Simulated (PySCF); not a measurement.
CH5AsGa, charge +1, singlet, geometry from GFN2-xTB (such geometries of metal compounds can be far from the true shape).

The PySCF input:
```python
from pyscf import gto, scf, dft

mol = gto.Mole()
mol.atom = '''
    Ga   -0.26480194    0.69918643   -0.52061264
    C    -0.83543884    2.30076768   -1.71543877
    H    -1.70711157    2.79755934   -1.27679112
    H    -1.09230900    1.94070960   -2.71727407
    H    -0.01152453    3.01875020   -1.79098556
    As    0.51746235   -1.22006838    0.91834543
    H    -0.39845149   -2.08947204    0.08418954
    H    -0.64536779   -0.88467631    1.82708655
'''
mol.basis = '6-311g**'
mol.charge = 1
mol.verbose = 4
mol.build()

mf = dft.RKS(mol)
mf.xc = 'blyp'
mf = mf.density_fit(auxbasis='def2-universal-jkfit')
mf.kernel()
mf.analyze()
```

Problem. What is the computed total energy (PySCF with DF-BLYP/6-311G**)?

Solution. -4201.6282 Eh

Problem. Give the HOMO energy at the level DF-BLYP/6-311G**.

Solution. -11.77 eV

Problem. Give the number of basis functions at the level DF-BLYP/6-311G**.

Solution. 136

Problem. Roughly what does it cost on one core?

Solution. around 21 core-seconds (rough).
